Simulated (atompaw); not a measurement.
Ga (Z = 31) PAW (atompaw): all-electron and pseudo phase curves

atompaw 4.2.0.5 input, output lines left out:

```
Ga 31
GGA-PBE scalarrelativistic loggrid 1500 logderivrange -3 5 201
4 4 3 0 0 0
4 1 1
0 0 0
c
c
c
v
c
c
v
c
2
2.75 2.70 1.90 2.15
y
3.7
n
y
5.05
n
y
0.25
y
1.35
n
custom polynom2 7 10 vanderbiltortho sinc
3 0 troulliermartins
2.75
2.75
2.75
2.75
2.75
2.75
```

The phase is arctan(r·u′/u) with u = r·R(r), unwrapped; energies in Ry, scanned from -3 to 5 Ry. A pole is an energy at which the radial function vanishes at the test radius. The pseudo phase is shifted by a multiple of π to meet the all-electron one at the reference energy, and phase errors are pseudo minus all-electron; the curves can meet again beyond the range given. Levels narrower than the energy grid can be missing from the lists of poles.

Task: For each channel, where are the poles, and over which energies does the pseudopotential scatter like the atom?

Result:

```csv
channel,radius (bohr),reference energy (Ry),"poles, all-electron","poles, pseudo",unbroken range about the reference energy with phases within 0.05 rad,phase error 1 Ry above the reference energy (rad)
s,2.75,-0.66,0.20,0.14,below 1.4,-0.018
p,2.75,-0.19,1.21,1.16,below 3.1,-0.009
d,2.75,0.25,"-1.38, 3.04",2.65,-1.2 to 2.6,-0.000
```

Phases in the d channel:

| E (Ry) | all-electron | pseudo |
| --- | --- | --- |
| -3.00 | 1.365 | -1.762 |
| -2.52 | 1.346 | -1.777 |
| -2.04 | 1.318 | -1.797 |
| -1.56 | 1.225 | -1.823 |
| -1.08 | -1.835 | -1.860 |
| -0.60 | -1.911 | -1.917 |
| -0.12 | -2.013 | -2.014 |
| 0.36 | -2.224 | -2.224 |
| 0.84 | -2.838 | -2.841 |
| 1.32 | -3.946 | -3.946 |
| 1.80 | -4.405 | -4.410 |
| 2.28 | -4.579 | -4.600 |
| 2.76 | -4.673 | -4.751 |
| 3.24 | -4.738 | -5.443 |
| 3.72 | -4.795 | -7.609 |
| 4.20 | -4.857 | -7.751 |
| 4.68 | -4.943 | -7.806 |
